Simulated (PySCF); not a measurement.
## Mayer bond orders and bond lengths

Compound: C₆H₁₈Si₂.
SMILES with atom numbers: `[CH3:1][Si:2]([CH3:3])([CH3:4])[Si:5]([CH3:6])([CH3:7])[CH3:8]` (hydrogens: H9, H10, H11 on C1; H12, H13, H14 on C3; H15, H16, H17 on C4; H18, H19, H20 on C6; H21, H22, H23 on C7; H24, H25, H26 on C8)

Geometry (GFN2-xTB, Å), atoms numbered from 1 in this order:
```xyz
26
C6H18Si2 angstrom
C     -1.8558   -0.7436   -1.6440
Si    -1.1594   -0.1858    0.0499
C     -2.1110    1.3956    0.5597
C     -1.6023   -1.5490    1.3193
Si     1.1578    0.1880   -0.0480
C      1.8552    0.7435    1.6465
C      1.6008    1.5519   -1.3167
C      2.1083   -1.3929   -0.5614
H     -1.3865   -1.6645   -1.9769
H     -1.6783    0.0073   -2.4081
H     -2.9270   -0.9198   -1.6025
H     -3.1831    1.2252    0.6034
H     -1.7963    1.7459    1.5382
H     -1.9377    2.2023   -0.1463
H     -2.6736   -1.7239    1.3663
H     -1.1291   -2.4924    1.0639
H     -1.2720   -1.2790    2.3179
H      2.9268    0.9175    1.6049
H      1.3880    1.6653    1.9801
H      1.6762   -0.0073    2.4103
H      1.2721    1.2809   -2.3156
H      1.1256    2.4945   -1.0619
H      2.6719    1.7285   -1.3625
H      1.7903   -1.7426   -1.5391
H      1.9378   -2.2003    0.1445
H      3.1803   -1.2224   -0.6089
```

Bond orders from the PBE0/pcSseg-1 density (PySCF). Isolated species at its GFN2-xTB geometry, gas phase.

Problem. How far do the computed orders between heavy atoms stray from the drawn ones?

Solution. The largest departure is 0.096, at Si2–Si5 (drawn single, 0.904).

Problem. Set the Mayer orders of the bonds between heavy atoms beside their lengths.

Solution. 
```
   bond  drawn as  length (Å)  Mayer order
 C1–Si2    single       1.914        0.953
 Si2–C3    single       1.915        0.953
 Si2–C4    single       1.915        0.953
Si2–Si5    single       2.349        0.904
 Si5–C6    single       1.915        0.953
 Si5–C7    single       1.915        0.953
 Si5–C8    single       1.915        0.953
```

Problem. And the bonds to hydrogen?

Solution. C–H: 0.95 to 0.96 (18 bonds).

Problem. Sum the orders of all bonds at each heavy atom with more than one neighbour and set the sums beside the valence in the SMILES.

Solution. C1 3.822 (drawn 4), Si2 3.763 (drawn 4), C3 3.822 (drawn 4), C4 3.822 (drawn 4), Si5 3.763 (drawn 4), C6 3.822 (drawn 4), C7 3.822 (drawn 4), C8 3.822 (drawn 4). Orders between atoms that aren't bonded are not in these sums.

For a closed shell the Mayer order of atoms A and B is Σ (PS)μν (PS)νμ over the basis functions μ on A and ν on B, with P the density and S the overlap matrix.
